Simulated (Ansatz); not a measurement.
`[F][Ge]([F])([SiH3])[Cl]` + H₂Se → `[F][Ge]([F])([Cl])[SeH]` + SiH₄  (cleavage of the Ge–Si bond)

Program: Ansatz. Geometries: PBE0-D4/def2-TZVP. ΔE: electronic, gas phase. CCSD(T)/CBS is the MP2 limit (def2-TZVPP, def2-QZVPP) plus CCSD(T) − MP2 in def2-TZVPP, frozen cores. This one scheme is used for every species. DFT in def2-TZVPP. B3LYP here is the variant with VWN-RPA as its local correlation; programs differ in this. HSE06 is defined as in plane-wave codes. For Ge, Se outer-core shells are correlated without core-valence functions, which leaves a few kJ/mol of doubt a bond. Scalar relativity is left out up to krypton. Each species was taken in one conformer, which may not be the lowest.

`[F][Ge]([F])([SiH3])[Cl]`:

Z-matrix (Å, degrees):
```
Ge
F 1 1.725
Si 1 2.383 2 112.3
F 1 1.724 2 103.8 3 121.5
Cl 1 2.130 2 106.2 3 -126.7
H 3 1.481 1 106.9 2 178.4
H 3 1.481 1 106.9 2 -62.1
H 3 1.481 1 107.6 2 58.2
```

H₂Se:

Cartesian coordinates in Å:
```
Se 0.427 0.486 -0.223
H 0.408 -0.978 -0.303
H -0.835 0.492 0.526
```

`[F][Ge]([F])([Cl])[SeH]`:

```xyz
6

F    -0.515    0.600    1.950
Ge   -0.264   -0.097    0.404
F    -1.836   -0.451   -0.184
Cl    0.702   -1.962    0.645
Se    0.854    1.459   -0.883
H     1.060    0.449   -1.932
```

SiH₄:

Cartesian coordinates in Å:
```
Si 0.000 0.000 0.000
H -0.071 1.432 0.384
H 0.970 -0.167 -1.112
H -1.341 -0.461 -0.440
H 0.442 -0.804 1.167
```

```csv
level,ΔE (kcal/mol),difference from CCSD(T)/CBS
PBE-D4,-5.9,1.5
revPBE-D4,-6.6,0.8
BLYP-D4,-6.6,0.8
r2SCAN-D4,-7.4,0.0
B97M-V,-7.2,0.2
B3LYP-D4,-7.1,0.3
r2SCANh-D4,-7.6,-0.2
r2SCAN0-D4,-7.8,-0.4
HSE06-D4,-6.8,0.6
CAM-B3LYP-D4,-6.9,0.5
ωB97X-V,-7.3,0.1
ωB97M-V,-7.6,-0.2
B2PLYP,-7.9,-0.5
PBE-QIDH,-8.3,-0.9
PBE,-5.7,1.7
revPBE,-5.7,1.7
BLYP,-6.0,1.4
r2SCAN,-7.4,0.0
PBE0,-6.5,0.9
B3LYP,-6.6,0.8
HSE06,-6.6,0.8
BHLYP,-7.7,-0.3
CAM-B3LYP,-6.7,0.7
LC-ωPBE,-6.4,1.0
RPA@PBE/def2-TZVPP,-8.1,-0.7
HF/def2-SVP,-8.5,-1.1
MP2/def2-SVP,-10.3,-2.9
CCSD/def2-SVP,-8.5,-1.1
CCSD(T)/def2-SVP,-8.7,-1.3
HF/def2-TZVPP,-9.2,-1.8
MP2/def2-TZVPP,-9.8,-2.4
SCS-MP2/def2-TZVPP,-9.5,-2.1
CCSD/def2-TZVPP,-8.0,-0.6
CCSD(T)/def2-TZVPP,-8.2,-0.8
HF/def2-QZVPP,-9.1,-1.7
MP2/def2-QZVPP,-9.3,-1.9
SCS-MP2/def2-QZVPP,-9.0,-1.6
HF/CBS(def2),-9.1,-1.7
MP2/CBS(def2),-9.0,-1.6
CCSD/CBS(def2),-7.2,0.2
CCSD(T)/CBS,-7.4,0
```

Largest T1 diagnostic among the species: 0.012.

From PBE to PBE0 (25 % exact exchange), in def2-TZVPP and without D4, ΔE moves by −0.9 kcal/mol. Leaving LDA and LC-ωPBE aside and taking each functional with its dispersion term where it has one, the values spread over 2.4 kcal/mol, from PBE-QIDH to PBE-D4.
